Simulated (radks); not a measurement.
Values are calculated unless marked as measured or tabulated.
Q: The table gives one normalised radial function P(r) = r R(r) of Hf in [Xe] 4f13.5 5d2 6s2 6p0.5 (r in bohr). Code: a radial shooting solver on a logarithmic mesh with Libxc functionals. Model: scalar-relativistic Kohn-Sham, BLYP, spin-polarised, spherical densities, point nucleus; open shells are filled with parallel spins first (spin-orbit coupling, left out, can overturn this in heavy ions).

r,P
0.001317,0.0024
0.001558,0.0032
0.001829,0.0041
0.002146,0.0054
0.002518,0.0070
0.002955,0.0092
0.003468,0.0120
0.00407,0.0156
0.004776,0.0203
0.005604,0.0262
0.00663,0.0343
0.00778,0.0439
0.00913,0.0560
0.01071,0.0708
0.01257,0.0886
0.01475,0.1095
0.01731,0.1335
0.02032,0.1598
0.02384,0.1869
0.02821,0.2137
0.0331,0.2339
0.03884,0.2438
0.04558,0.2376
0.05349,0.2090
0.06277,0.1532
0.07367,0.0687
0.08645,-0.0400
0.1014,-0.1599
0.12,-0.2734
0.1408,-0.3392
0.1653,-0.3340
0.1939,-0.2398
0.2276,-0.0615
0.2671,0.1657
0.3134,0.3792
0.3678,0.5058
0.4316,0.4882
0.5106,0.2967
0.5992,-0.0142
0.7031,-0.3763
0.8251,-0.7040
0.9683,-0.9268
1.136,-1.0082
1.333,-0.9521
1.565,-0.7962
1.836,-0.5941
2.172,-0.3869
2.549,-0.2277
2.992,-0.1179
3.511,-0.0529
4.12,-0.0202
4.835,-0.0064
5.673,-0.0016
6.658,-0.0003
7.813,0.0000
9.242,0.0000
10.85,0.0000
12.73,0.0000
14.94,0.0000
17.53,0.0000

Which n and l does it have? It may be an empty orbital.

A: n = 5, l = 1: the number of nodes gives n - l - 1 = 3, the rise at small r (about r^(l+1), flatter next to the nucleus through relativity) gives l, and the extent must fit the shell. The curve is that of 5p down; the table hardly tells the two spins apart. 5p down: eigenvalue -37.877 eV, 3 radial nodes at r = 0.0818, 0.238, 0.595 bohr, <r> = 1.32 bohr, 90 % of the charge inside 1.94 bohr.
